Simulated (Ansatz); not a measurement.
Species: C₂H₆BO₂, charge 0, multiplicity 2. SMILES: [CH2]CB(O)O
Geometry: optimised at B3LYP-D3(BJ)/def2-TZVP (Ansatz, a quantum-chemistry and plane-wave program).

Property: atomisation energy, in kcal/mol. Set-up: 6-31G* and kin with 6d, 5d where marked; frozen cores in correlated levels; no spin-orbit coupling; non-relativistic; 6-311+G** with 5d; UHF or UKS for open shells; atomisation electronic, to ground-state atoms; LANL2DZ all-electron up to Ne; dispersion terms only where a functional's name holds one. CBS marks a two-point X^-3 extrapolation of the correlation energy; Hartree-Fock from the larger set. First-principles rows: single points at B3LYP-D3(BJ) geometries (Ansatz).

Coupled cluster (Ansatz) is a level with limits of its own, used here on species with T1 under 0.025 (0.045 for open shells) and stable references: CCSD(T)/CBS(cc-pVTZ,cc-pVQZ).

Value to compare with, CCSD(T)/CBS(cc-pVTZ,cc-pVQZ) (Ansatz): 1074.7 kcal/mol.

```csv
level,program,atomisation energy (kcal/mol),difference
B3LYP/STO-3G,Ansatz,1209.3,134.6
B3LYP/3-21G,Ansatz,1042.5,-32.2
B3LYP/LANL2DZ,Ansatz,1020.4,-54.3
B3LYP/6-31G,Ansatz,1026.1,-48.6
B3LYP/6-31G*,Ansatz,1063.4,-11.3
B3LYP/6-31+G*,Ansatz,1057.1,-17.6
B3LYP/6-31G**,Ansatz,1074.9,0.2
B3LYP/def2-SVP,Ansatz,1078.9,4.2
B3LYP/cc-pVDZ,Ansatz,1054.6,-20.1
B3LYP/6-311+G**,Ansatz,1063.5,-11.2
B3LYP/def2-TZVPD,Ansatz,1069.1,-5.6
```

Among the 10 habitual levels, B3LYP/STO-3G lies farthest from CCSD(T)/CBS(cc-pVTZ,cc-pVQZ) (Ansatz) (134.6 kcal/mol) and B3LYP/6-31G** nearest (0.2); 3 of 10 lie above it, and their mean absolute difference is 33.4 kcal/mol, the median 18.9. One case shows no general order.

The sets are all those run for this method; left out are runs that failed, that the program found above a lower state of the same kind, or whose <S^2> lies over 0.5 above the pure value.
